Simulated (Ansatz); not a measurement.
`CB(F)BCl` + `O[SiH3]` → `CB(F)O[SiH3]` + `BCl` at 500 K and 1 bar (cleavage of the B–B bond).

Program: Ansatz. Geometries: PBE0-D4/def2-TZVP. ΔE: electronic, gas phase. CCSD(T)/CBS is the MP2 limit (def2-TZVPP, def2-QZVPP) plus CCSD(T) − MP2 in def2-TZVPP, frozen cores. This one scheme is used for every species. One conformer a species, not always the lowest.

```json
{"species": "`CB(F)BCl`", "CCSD(T)/CBS energy (Eh)": "-649.69946", "H − E (kJ/mol)": "191.6", "S (J/(mol·K))": "409.5"}
{"species": "`O[SiH3]`", "CCSD(T)/CBS energy (Eh)": "-366.69042", "H − E (kJ/mol)": "127.5", "S (J/(mol·K))": "292.9"}
{"species": "`CB(F)O[SiH3]`", "CCSD(T)/CBS energy (Eh)": "-530.66692", "H − E (kJ/mol)": "241.8", "S (J/(mol·K))": "429.9"}
{"species": "`BCl`", "CCSD(T)/CBS energy (Eh)": "-485.78909", "H − E (kJ/mol)": "75.1", "S (J/(mol·K))": "258.0"}
```

H − E and S are ideal-gas, rigid-rotor, harmonic terms from PBE0-D4/def2-TZVP, for one conformer and one mirror image of each species. 1 Eh = 2625.50 kJ/mol, R = 8.31446 J/(mol·K).

Q: By hand: ΔE, ΔH, ΔS and ΔG.

A: ΔE = (-530.66692) + (-485.78909) − (-649.69946) − (-366.69042) = -0.06613 Eh = -173.6 kJ/mol. Δ(H − E) = 241.8 + 75.1 − 191.6 − 127.5 = -2.2, so ΔH = -175.8 kJ/mol. ΔS = 429.9 + 258.0 − 409.5 − 292.9 = -14.5 J/(mol·K). ΔG = -175.8 − 500 × (-14.5)/1000 = -168.6 kJ/mol.

Q: By hand: the equilibrium constant, and the temperature at which ΔG would vanish if ΔH and ΔS stayed fixed.

A: log₁₀ K = −ΔG/(RT ln 10) = 17.6. ΔG = 0 at ΔH/ΔS = 12124 K, far beyond where these terms or the molecules hold.

The number of gas molecules stays the same, so ΔS is small and ΔH decides. A doubt of 5 kJ/mol in ΔE shifts log₁₀ K by 0.5 here. Other conformers and mirror images would add mixing entropy, several J/(mol·K) or more a flexible species. Modes under 60 cm⁻¹, often nearly free rotors, make the harmonic entropy too high. These are equilibria of isolated gas molecules and say nothing of rates. Largest T1 diagnostic: 0.013 (customary marks: 0.02 for closed shells, 0.045 for open ones).
